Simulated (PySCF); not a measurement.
Diatomic cations of Al with group 15

PBE0 with double-zeta basis sets in PySCF, for the lowest determinant that a PBE0 search found; no spin–orbit coupling. De refers to high-spin ground-configuration atoms (the charge goes to the atom of lower measured ionisation energy or higher electron affinity, which is not always the lowest computed limit). A positive dipole points towards Al; it is taken about the centre of mass and depends on that origin.

```csv
M,basis,charged atom,state (unpaired electrons),Re (Å),ωe (cm⁻¹),De (eV),μ (D)
N,aug-cc-pV(D+d)Z/aug-cc-pVDZ,Al+,"quartet (σ ↑, π ↑↑)",2.107,275,0.35,2.65
P,def2-SVPD,Al+,"quartet (σ ↑, π ↑↑)",2.479,260,0.85,3.18
As,pcseg-1,Al+,"quartet (σ ↑, π ↑↑)",2.600,206,0.79,5.50
Sb,def2-SVPD,Al+,"quartet (σ ↑, π ↑↑)",2.805,187,0.93,5.77
Bi,cc-pV(D+d)Z/cc-pVDZ-PP,Al+,"quartet (σ ↑, π ↑↑)",2.877,177,n/a,6.51
```

**Question.** By what factor does the harmonic wavenumber vary along the series?

**Answer.** At PBE0 it runs from 187 cm⁻¹ (AlSb⁺) to 275 cm⁻¹ (AlN⁺), a factor of 1.47.

The rows differ in basis set, which adds steps of its own.

Down a group the atoms grow and get heavier, so bonds lengthen and wavenumbers fall; this series shows no clear exception.

Weak bonds: AlN⁺. Basis-set superposition, not corrected here, can be much of De in a small basis, most of all at correlated wavefunction levels. Spin–orbit coupling is left out, which matters for elements this heavy, above all for dissociation energies. For an ion De counts to the pair picked by the measured ionisation energies or electron affinities, which need not be the lowest pair at this level. States were picked by a PBE0 search and need not be the measured ground states.
